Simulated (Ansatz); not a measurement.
Reaction (redistribution): `CNP` + `F[SiH2][GeH]([F])[Cl]` → `F[SiH2]P` + `C[NH][GeH]([F])[Cl]`

Isolated molecules relaxed with PBE0-D4/def2-TZVP in Ansatz; ΔE leaves out vibrations. CCSD(T)/CBS adds triple-zeta CCSD(T) − MP2 to the extrapolated MP2 energy (def2 sets, frozen cores). For Ge outer-core shells are correlated without core-valence functions, which leaves a few kJ/mol of doubt a bond. Scalar relativity is left out up to krypton. One conformer a species, not always the lowest.

```json
{"species": "`CNP`", "SCS-MP2/def2-QZVPP energy (Eh)": "-437.19928"}
{"species": "`F[SiH2][GeH]([F])[Cl]`", "SCS-MP2/def2-QZVPP energy (Eh)": "-3026.10765"}
{"species": "`F[SiH2]P`", "SCS-MP2/def2-QZVPP energy (Eh)": "-732.18369"}
{"species": "`C[NH][GeH]([F])[Cl]`", "SCS-MP2/def2-QZVPP energy (Eh)": "-2731.14952"}
```

(1) Work out ΔE.

Largest T1 diagnostic among the species: 0.013.

Answers

(1) ΔE = (-732.18369) + (-2731.14952) − (-437.19928) − (-3026.10765) = -0.02628 Eh = -0.72 eV. CCSD(T)/CBS gives -0.72 eV.

In def2-TZVPP, CCSD(T) changes the Hartree–Fock value by −0.11 eV (the triples alone add −0.02 eV) and MP2 by −0.15 eV. From PBE to PBE0 (25 % exact exchange), in def2-TZVPP and without D4, ΔE moves by −0.03 eV.
